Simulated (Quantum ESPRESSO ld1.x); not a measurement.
Question: Tl3+, configuration [Xe] 4f14 5d8 5f2 (not the ground configuration). Method: scalar-relativistic Kohn-Sham, PBEsol, spin-unpolarised, spherical densities, point nucleus; computed with ld1.x of Quantum ESPRESSO 7.5. Some entries of the table are withheld. Estimate them.

| orbital | occ. | eigenvalue (hartree) | <1/r> (bohr^-1) | r(max) (bohr) |
|---|---|---|---|---|
| 1s | 2 | (1) | 99.51 | 0.010 |
| 2s | 2 | -561.853 | 23.35 | 0.058 |
| 2p | 6 | -483.450 | 20.59 | 0.049 |
| 3s | 2 | -135.377 | 8.653 | 0.164 |
| 3p | 6 | -112.818 | 7.848 | 0.164 |
| 3d | 10 | -89.4629 | 7.373 | 0.134 |
| 4s | 2 | -31.4984 | 3.721 | 0.370 |
| 4p | 6 | -24.1041 | 3.349 | 0.388 |
| 4d | 10 | -15.4449 | 3.009 | 0.394 |
| 5s | 2 | -6.44410 | (2) | 0.804 |
| 4f | 14 | -5.85843 | 2.608 | 0.358 |
| 5p | 6 | -4.39854 | 1.340 | 0.899 |
| 5d | 8 | -2.07712 | 1.021 | 1.09 |
| 6s | 0 | -1.55507 | 0.6294 | 1.86 |
| 6p | 0 | -1.10740 | 0.5111 | 2.24 |
| 5f | 2 | -0.51159 | 0.3969 | 2.63 |

Answer: 
(1) 1s eigenvalue (hartree): -3147.78
(2) 5s <1/r> (bohr^-1): 1.562
